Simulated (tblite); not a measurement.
Computed with GFN2-xTB (tblite): harmonic, unscaled wavenumbers at the GFN2-xTB geometry, gas phase. This tight-binding method is rough: wavenumbers can miss measured ones by several per cent, in bad cases by 10 to 20. Modes of hydrogen on silicon can be 10 to 20 % off. One conformer each. Open shells enter through the occupations alone, without spin polarisation, and single modes of such species can be off by tens of per cent. Thermal functions are those of the rigid rotor and harmonic oscillator, without mixing of conformers.

Question: Order these by their zero-point energy, highest first (kJ/mol).
A. `C#CCS[CH]C=O` [radical]
B. `C=C[C@H](F)[CH]OCC` [radical]
C. `CC(=O)[CH][C@H](C)CF` [radical]
D. `[S]Cc1ccco1` [radical]
E. `CC[C@@H]1[CH][SiH2]1` [radical]

Answer: C (381.6), B (377.3), E (292.2), D (225.7), A (209.3).

```csv
SMILES,atoms,mass (u),symmetry number,modes under 300 cm⁻¹,ZPE (kJ/mol),S translation (J/(mol K)),S rotation,S vibration,S spin,S,Cp
CC(=O)[CH][C@H](C)CF,18,117.07,1,7,381.6,179.0,126.7,202.9,5.8,514.4,220.9
C=C[C@H](F)[CH]OCC,18,117.07,1,7,377.3,179.0,127.5,212.4,5.8,524.6,225.0
CC[C@@H]1[CH][SiH2]1,14,85.05,1,4,292.2,175.0,117.0,128.5,5.8,426.2,171.6
[S]Cc1ccco1,12,113.01,1,3,225.7,178.6,123.0,110.3,5.8,417.6,156.7
C#CCS[CH]C=O,12,113.01,1,7,209.3,178.6,126.3,156.7,5.8,467.3,170.3
```

Entropies and Cp are for 500 K and 1 bar.
